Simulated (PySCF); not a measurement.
## Cl²⁺ (chlorine, charge +2) across methods

[Ne] 3s1 3p3 4s1, high-spin 6S determinant (an excited configuration). Computed with PySCF 2.14 in aug-cc-pV(Q+d)Z (7s6p5d3f2g, 89 functions), with the non-relativistic Hamiltonian (point nucleus).

```json
{"method": "M06", "E (hartree)": "-457.6735", "mean ε 3s α (eV)": "-55.800", "mean ε 3p α (eV)": "-41.023", "mean ε 4s α (eV)": "-16.132", "Σ⟨r²⟩ (bohr²)": "25.76", "⟨S²⟩": "8.750"}
{"method": "UHF", "E (hartree)": "-457.19814", "mean ε 3s α (eV)": "-65.501", "mean ε 3p α (eV)": "-46.752", "mean ε 4s α (eV)": "-17.688", "Σ⟨r²⟩ (bohr²)": "26.61", "⟨S²⟩": "8.750"}
{"method": "PBEsol", "E (hartree)": "-456.8348", "mean ε 3s α (eV)": "-52.916", "mean ε 3p α (eV)": "-39.352", "mean ε 4s α (eV)": "-15.559", "Σ⟨r²⟩ (bohr²)": "25.78", "⟨S²⟩": "8.750"}
{"method": "LDA", "E (hartree)": "-456.1906", "mean ε 3s α (eV)": "-52.788", "mean ε 3p α (eV)": "-39.351", "mean ε 4s α (eV)": "-15.750", "Σ⟨r²⟩ (bohr²)": "25.71", "⟨S²⟩": "8.750"}
{"method": "PBE", "E (hartree)": "-457.5151", "mean ε 3s α (eV)": "-53.069", "mean ε 3p α (eV)": "-39.448", "mean ε 4s α (eV)": "-15.550", "Σ⟨r²⟩ (bohr²)": "25.83", "⟨S²⟩": "8.750"}
{"method": "PBE0", "E (hartree)": "-457.5572", "mean ε 3s α (eV)": "-56.347", "mean ε 3p α (eV)": "-41.429", "mean ε 4s α (eV)": "-16.163", "Σ⟨r²⟩ (bohr²)": "25.97", "⟨S²⟩": "8.750"}
{"method": "revPBE", "E (hartree)": "-457.6284", "mean ε 3s α (eV)": "-53.091", "mean ε 3p α (eV)": "-39.442", "mean ε 4s α (eV)": "-15.490", "Σ⟨r²⟩ (bohr²)": "25.85", "⟨S²⟩": "8.750"}
{"method": "r2SCAN", "E (hartree)": "-457.6903", "mean ε 3s α (eV)": "-54.610", "mean ε 3p α (eV)": "-40.231", "mean ε 4s α (eV)": "-15.550", "Σ⟨r²⟩ (bohr²)": "26.20", "⟨S²⟩": "8.750"}
```

**Question.** Estimate the same row for LC-wPBE.

**Answer.** E (hartree) = -457.5622; mean ε 3s α (eV) = -59.325; mean ε 3p α (eV) = -44.467; mean ε 4s α (eV) = -18.021; Σ⟨r²⟩ (bohr²) = 26.00; ⟨S²⟩ = 8.750.

The outer electron is Rydberg-like, and this basis confines it to a smaller radius and binds it less than a complete one would.
